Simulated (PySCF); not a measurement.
C₃H₇AlO, SMILES C=[CH][AlH][O]C. Atoms are numbered in the order given.

```xyz
12

Al    -0.4209    -0.0775     0.0000
H     -2.0071    -0.1085     0.0000
C      0.5921    -1.7262     0.0000
C     -0.0724    -2.8940     0.0000
H      1.6897    -1.7756     0.0000
H      0.4339    -3.8692     0.0000
H     -1.1708    -2.9367     0.0000
O      0.3935     1.4146     0.0000
C      0.0577     2.7696     0.0000
H      0.4750     3.2730    -0.8907
H      0.4750     3.2730     0.8907
H     -1.0369     2.9386     0.0000
```

The structure is a stationary point at ωB97X-D3(BJ)/def2-SVP. The structure was generated by enumeration; whether it is a known compound was not checked. Other conformers were not sampled.

Computed with PBE/pcSseg-1 (PySCF).

GIAO shieldings, no solvent; atoms listed in one row are averaged. δ = σ(ref) − σ: ¹H against TMS (σ = 31.49 ppm); ¹³C against TMS (σ = 182.0 ppm); ¹⁷O against H2O (σ = 334.3 ppm), references at their B3LYP-D3(BJ)/def2-TZVP geometries, non-relativistic.

Computed chemical shifts:
| nucleus | atoms | count | δ (ppm) |
|---|---|---|---|
| ¹H | H6 | 1 | 7.25 |
| ¹H | H7 | 1 | 6.81 |
| ¹H | H5 | 1 | 6.76 |
| ¹H | H2 | 1 | 4.96 |
| ¹H | H10, H11, H12 | 3 | 4.51 |
| ¹³C | C4 | 1 | 155.7 |
| ¹³C | C3 | 1 | 149.8 |
| ¹³C | C9 | 1 | 59.5 |
| ¹⁷O | O8 | 1 | 98.1 |
